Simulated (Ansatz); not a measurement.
One change: `[CH3][Zn][CH2][InH2]` becomes `[CH3][Zn][CH2]S`.

Ansatz, PBE0-D4/def2-TZVP geometries, multiplicity 1. Each molecule was computed in one conformer, which needn't be the lowest.

Elements past krypton have def2 core potentials. Scalar relativity is left out up to krypton.

```csv
property,`[CH3][Zn][CH2][InH2]`
size of the dipole moment (PBE/def2-TZVPP) / D,1.21
HOMO energy (PBE/def2-TZVPP) / eV,-5.92
LUMO energy (PBE0/def2-TZVPP) / eV,-1.48
HOMO energy (ωB97M-V/def2-TZVPP) / eV,-9.06
size of the dipole moment (ωB97M-V/def2-TZVPP) / D,1.09
HOMO–LUMO gap (PBE0/def2-TZVPP) / eV,5.47
```

**Question.** What does the change do to each property? (An estimate is asked.)

**Answer.** Ansatz gave: 
```csv
property,`[CH3][Zn][CH2]S`,shift
size of the dipole moment (PBE/def2-TZVPP) / D,1.66,0.45
HOMO energy (PBE/def2-TZVPP) / eV,-5.12,0.80
LUMO energy (PBE0/def2-TZVPP) / eV,-0.29,1.19
HOMO energy (ωB97M-V/def2-TZVPP) / eV,-8.43,0.63
size of the dipole moment (ωB97M-V/def2-TZVPP) / D,1.74,0.65
HOMO–LUMO gap (PBE0/def2-TZVPP) / eV,5.97,0.50
```

With PBE0 the HOMO rises by 0.69 eV and the LUMO rises by 1.19 eV, so the gap widens by about 0.50 eV. PBE moves the HOMO by 0.80 eV and ωB97M-V by 0.63 eV. Dipoles are sizes alone; their direction can turn.

Positive LUMOs are unbound, so they and the gaps depend on the basis.
